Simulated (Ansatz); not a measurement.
`FC1N[CH2][AlH][S]1`. Total charge 0; spin multiplicity 1. The geometry is a stationary point of PBE0-D4/def2-TZVP.

```xyz
11

F    -1.337    1.372    0.925
C    -0.307    1.335   -0.034
N     0.774    0.544    0.378
C     0.565   -0.896    0.474
Al   -0.524   -1.267   -1.119
S    -1.062    0.779   -1.610
H     0.009    2.372   -0.159
H     1.226    0.952    1.187
H     0.055   -1.203    1.398
H     1.531   -1.408    0.452
H    -0.930   -2.579   -1.892
```

Problem. What is the dipole moment at B3LYP/def2-TZVPP? (An estimate is asked.)

Solution. The calculation gave: 2.42 D, with components (1.89, -1.34, 0.72) D in this frame, pointing from negative to positive charge.

Problem. And with PBE, r2SCAN, ωB97M-V? (Estimate.)

Solution. Ansatz gave: PBE 2.38 D, r2SCAN 2.47 D, ωB97M-V 2.43 D.

Problem. Give the Mulliken charges with B3LYP, ωB97M-V, r2SCAN in def2-TZVPP. (Best estimate.)

Solution. Ansatz gave: 
```
atom  B3LYP  ωB97M-V  r2SCAN
  F1  -0.25    -0.23   -0.24
  C2   0.23     0.16    0.31
  N3  -0.22    -0.20   -0.23
  C4  -0.28    -0.36   -0.27
 Al5   0.41     0.41    0.46
  S6  -0.24    -0.19   -0.27
  H7   0.12     0.14    0.07
  H8   0.13     0.10    0.13
  H9   0.10     0.13    0.08
 H10   0.10     0.13    0.08
 H11  -0.11    -0.08   -0.13
```

B3LYP here is the variant with VWN-RPA as its local correlation; programs differ in this.
